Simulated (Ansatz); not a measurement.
Consider the redistribution: `[OH][GaH][SeH]` + `[CH3][Al]([OH])[SiH2]O` → `O[SiH2][GaH][OH]` + `[CH3][Al]([OH])[SeH]`.

Calculated with Ansatz (gas phase, PBE0-D4/def2-TZVP geometries, no zero-point term in ΔE). CCSD(T)/CBS adds triple-zeta CCSD(T) − MP2 to the extrapolated MP2 energy (def2 sets, frozen cores). Functionals use def2-TZVPP. B3LYP here is the variant with VWN-RPA as its local correlation; programs differ in this. For Ga, Se outer-core shells are correlated without core-valence functions, which leaves a few kJ/mol of doubt a bond. Scalar relativity is left out up to krypton. One conformer a species, not always the lowest.

Q: Is it downhill or uphill in electronic energy at CCSD(T)/CBS, and by how much? (Best estimate.)

A: The calculation gave: Downhill: ΔE = -0.45 eV.

Q: What do these levels give: B2PLYP, PBE0, B3LYP, CCSD/def2-TZVPP, MP2/CBS(def2), CCSD/CBS(def2)? (Estimate.)

A: The calculation gave: B2PLYP -0.43, PBE0 -0.40, B3LYP -0.41, CCSD/def2-TZVPP -0.41, MP2/CBS(def2) -0.50, CCSD/CBS(def2) -0.45 eV.

Largest T1 diagnostic among the species: 0.014.

In def2-TZVPP, CCSD(T) changes the Hartree–Fock value by −0.06 eV (the triples alone add −0.00 eV) and MP2 by −0.10 eV. The D4 term adds −0.03 eV with B3LYP and −0.02 eV with PBE0; it sums over pairs of atoms, weighted by their polarisabilities, and B3LYP, whose exchange is more repulsive, gets the larger term.
